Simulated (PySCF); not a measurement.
A structure optimised at B3LYP-D3(BJ)/def2-SVP, used in a PySCF frequency run:

```xyz
9

Hf    -0.0013     0.6896     0.0000
I      0.0060    -0.8057    -2.3110
I      0.0060    -0.8057     2.3110
N      1.5704     1.9439     0.0000
H      2.0577     2.2834    -0.8303
H      2.0577     2.2834     0.8303
N     -1.6290     1.8799     0.0000
H     -2.5868     1.5242     0.0000
H     -1.6607     2.8981     0.0000
```

Question: Write its SMILES, formula and point group.

Answer: [NH2][Hf]([NH2])([I])[I], H4HfI2N2, Cs

Question: What are its rotational constants (standard atomic weights)?

Answer: 1.0929, 0.34932, 0.29219 GHz
